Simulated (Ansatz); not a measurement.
Species: H2AlBrN, SMILES `[NH2][Al][Br]` (charge 0, multiplicity 2).

Q: Give a relaxed geometry from PBE0-D3(BJ)/def2-TZVP in Ansatz (a program for electronic structure).

A: the end point of this relaxation (outside a Z-matrix the atoms follow the SMILES, hydrogens last).
Cartesian coordinates (Å) in one orientation:
```xyz
5

N     -0.794    -0.020    -0.048
Al     0.775    -0.307    -0.804
Br     2.616     0.171     0.454
H     -0.914     0.336     0.889
H     -1.685    -0.187    -0.487
```
